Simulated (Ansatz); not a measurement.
Total energies of C₄H₁₁BO, SMILES `[BH3-][O+]1CCCC1`.

```xyz
17

B    -0.393   -0.111    1.942
O    -0.051    0.790    0.626
C     1.217    0.489    0.008
C     0.928   -0.623   -0.991
C    -0.577   -0.482   -1.292
C    -1.025    0.694   -0.434
H     0.523    0.131    2.690
H    -0.422   -1.260    1.549
H    -1.466    0.315    2.299
H     1.901    0.223    0.810
H     1.556    1.406   -0.481
H     1.138   -1.596   -0.550
H     1.545   -0.514   -1.883
H    -0.776   -0.290   -2.347
H    -1.109   -1.388   -1.007
H    -0.992    1.640   -0.981
H    -1.995    0.575    0.041
```

Total charge 0; spin multiplicity 1. The structure was optimised at the PBE0-D4/def2-TZVP level. Basis def2-TZVPP, the Gaussian-basis code of Ansatz.

RPA on PBE orbitals: Hartree–Fock energy of these orbitals -257.42122 Eh, correlation -1.76373 Eh (frozen core).

| functional | energy without D4 (Eh) | D4 term (kJ/mol) |
| --- | --- | --- |
| LDA (SPW92) | -256.85156 | – |
| PBE | -258.82883 | -35.7 |
| revPBE | -259.09313 | -122.1 |
| BLYP | -259.05101 | -79.6 |
| r2SCAN | -259.02756 | -9.3 |
| B97M-V | -259.17755 | – |
| PBE0 | -258.87000 | -29.9 |
| B3LYP | -259.19869 | -56.6 |
| r2SCANh | -259.01831 | -9.6 |
| r2SCAN0 | -259.00568 | -10.5 |
| HSE06 (plane-wave form) | -258.85429 | -27.5 |
| BHLYP | -259.03123 | -38.8 |
| CAM-B3LYP | -259.05068 | -29.8 |
| LC-ωPBE | -259.02982 | – |
| ωB97X-V | -259.11660 | – |
| ωB97M-V | -259.05405 | – |
| B2PLYP | -258.95267 | – |
| PBE-QIDH | -258.83916 | – |

B3LYP takes the VWN-RPA correlation (the form of Gaussian; ORCA's B3LYP/G). HSE06 is the plane-wave form, built on full-range PBE exchange. The double hybrids freeze the cores in their second-order part.

LC-ωPBE has ω = 0.4 bohr⁻¹.
